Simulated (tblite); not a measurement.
Write Cartesian coordinates for `P1(CC#C)CCOCC1` as optimised with GFN2-xTB.

```
atom  x, y, z in Å
C1     3.9278   -0.6288    0.1211
C2     2.9768    0.0301   -0.1867
C3     1.8173    0.8118   -0.5411
P4     0.4271    0.5118    0.6775
C5    -0.0938   -1.1852    0.1134
C6    -1.5498   -1.4107    0.5238
O7    -2.4488   -0.5478   -0.1308
C8    -2.2759    0.8054    0.2125
C9    -0.9366    1.3755   -0.2562
H10    4.7718   -1.1952    0.3796
H11    2.0674    1.8770   -0.4964
H12    1.4894    0.5619   -1.5561
H13    0.0024   -1.2767   -0.9725
H14    0.5435   -1.9339    0.5882
H15   -1.6461   -1.2942    1.6157
H16   -1.8721   -2.4192    0.2499
H17   -3.1052    1.3310   -0.2694
H18   -2.3670    0.9311    1.3039
H19   -0.9033    2.4465   -0.0457
H20   -0.8301    1.2203   -1.3337
```

Orientation and origin are arbitrary. Atoms count from 1 in this order. Of the pairs four or more bonds apart, H15···H18 is among the closest relative to their van der Waals radii: 2.36 Å, 98 % of the sum of Bondi's values. The 4 C–C bonds span 1.197 Å (C1≡C2, drawn triple) to 1.529 Å (C5–C6, drawn single), a spread of 0.332 Å. P4 (phosphine phosphorus) is pyramidal (angles 99.0°, 98.2° and 93.8°, sum 291.0°, 0.94 Å off the plane of its three neighbours). The 6-membered ring P4–C5–C6–O7–C8–C9 has internal angles of 93.8° to 113.4° (sum 650°, against 720° for a flat polygon); it is puckered, 0.28 Å rms from its mean plane, widest ring torsion 66°.

Bonds between heavy atoms (Å): C1≡C2 1.197, C2–C3 1.443, C3–P4 1.873, P4–C5 1.863, C5–C6 1.529, C6–O7 1.408, O7–C8 1.407, C8–C9 1.529, P4–C9 1.865.

Structure optimised with GFN2-xTB, isolated species.

Point group: C1 (no symmetry element, even within 0.4 Å). Its GFN2-xTB frequencies are all real (lowest 41 cm⁻¹). One conformer, not necessarily the lowest (C2–C3–P4–C5 -74°, C3–P4–C5–C6 -156°, P4–C5–C6–O7 65°, C5–C6–O7–C8 -66°, C6–O7–C8–C9 66°).

The numbers are calculated, not measured.
